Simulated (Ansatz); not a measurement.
`N[SiH]1N=C1F` + H₂ → `N[SiH]1C=N1` + H–F at 600 K and 1 bar (hydrogenolysis of a C–F bond).

Gas-phase electronic energies from Ansatz, PBE0-D4/def2-TZVP geometries. CBS: MP2 limit from def2 TZ/QZ plus the TZ coupled-cluster correction, frozen cores. This one scheme is used for every species. One conformer a species, not always the lowest.

```tsv
species	CCSD(T)/CBS energy (Eh)	H − E (kJ/mol)	S (J/(mol·K))
`N[SiH]1N=C1F`	-538.11155	176.2	396.0
H₂	-1.17544	43.9	150.8
`N[SiH]1C=N1`	-438.91336	189.5	370.7
H–F	-100.39570	42.3	194.0
```

H − E and S are ideal-gas, rigid-rotor, harmonic terms from PBE0-D4/def2-TZVP, for one conformer and one mirror image of each species. The MP2-based limit puts H₂ 0.8 mEh under its directly extrapolated value; such offsets cancel only in part. 1 Eh = 2625.50 kJ/mol, R = 8.31446 J/(mol·K).

Problem. By hand: ΔE, ΔH, ΔS and ΔG.

Solution. ΔE = (-438.91336) + (-100.39570) − (-538.11155) − (-1.17544) = -0.02207 Eh = -57.9 kJ/mol. Δ(H − E) = 189.5 + 42.3 − 176.2 − 43.9 = 11.7, so ΔH = -46.2 kJ/mol. ΔS = 370.7 + 194.0 − 396.0 − 150.8 = 17.9 J/(mol·K). ΔG = -46.2 − 600 × (17.9)/1000 = -56.9 kJ/mol.

Problem. By hand: the equilibrium constant, and the temperature at which ΔG would vanish if ΔH and ΔS stayed fixed.

Solution. log₁₀ K = −ΔG/(RT ln 10) = 5.0. ΔH and −TΔS have one sign here, so there is no such temperature.

ΔH outweighs TΔS. A doubt of 5 kJ/mol in ΔE shifts log₁₀ K by 0.4 here. Other conformers and mirror images would add mixing entropy, several J/(mol·K) or more a flexible species. These are equilibria of isolated gas molecules and say nothing of rates. Largest T1 diagnostic: 0.014 (customary marks: 0.02 for closed shells, 0.045 for open ones).
